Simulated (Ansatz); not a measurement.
```yaml
crystal:
  periodic: [false, false, false]
  atoms:
    - {symbol: Al, position_ang: [-1.975435, 2.138305, 0.173773]}
    - {symbol: Si, position_ang: [-0.530946, 0.183732, 0.539126]}
    - {symbol: Si, position_ang: [1.705198, 0.837005, 0.869073]}
    - {symbol: O, position_ang: [-0.655252, -0.895684, -0.709236]}
    - {symbol: Si, position_ang: [0.007127, -2.278674, -1.279641]}
    - {symbol: H, position_ang: [-2.033879, 3.257209, 1.301634]}
    - {symbol: H, position_ang: [-2.814684, 2.323465, -1.161816]}
    - {symbol: H, position_ang: [-0.921989, -0.503275, 1.813172]}
    - {symbol: H, position_ang: [1.753155, 1.751638, 2.044058]}
    - {symbol: H, position_ang: [2.229303, 1.573803, -0.314715]}
    - {symbol: H, position_ang: [2.603474, -0.321897, 1.129498]}
    - {symbol: H, position_ang: [-0.261400, -3.405716, -0.347677]}
    - {symbol: H, position_ang: [1.479199, -2.118899, -1.426651]}
    - {symbol: H, position_ang: [-0.596771, -2.570312, -2.601994]}
basis:
  gaussian: {orbitals: def2-SVPD}
magnetization: {spin_polarized: true, initial_magnetization: 0}
hamiltonian: {xc: {name: M06-2X}, dispersion: d3bj}
output: {forces: true}
```

```sh
$ ansatz run in.yaml --threads 4 --pin off --events-out ev --progress --plain --max-ram 10444MiB
```

It prints (some lines left out):

```
Error: YAML parse error: error: line 21 column 19: hamiltonian.xc: no functional is named "M06-2X"; the names, which are not case-sensitive, are SVWN5, SPW92, PBE, PBE0, PBEsol, revPBE, revPBE0, RPBE, rPW86-PBE, HSE06, wPBEh, LC-wPBE, HISS, HF, BLYP, B3LYP, B3LYP5, BHLYP, CAM-B3LYP, r2SCAN, r2SCANh, r2SCAN0, r2SCAN50, m-r2SCAN, B97, wB97, wB97X, wB97X-V, B97M-V, wB97M-V, B2PLYP, B2GP-PLYP, PBE0-DH, PBE-QIDH
19 |   gaussian: {orbitals: def2-SVPD}
20 | magnetization: {spin_polarized: true, initial_magnetization: 0}
21 | hamiltonian: {xc: {name: M06-2X}, dispersion: d3bj}
22 | output: {forces: true}
```

Q: Something in this input is off. What?

A: The method's name isn't one that the program takes here. The program refused the input.

HSE06 is defined as in plane-wave codes.
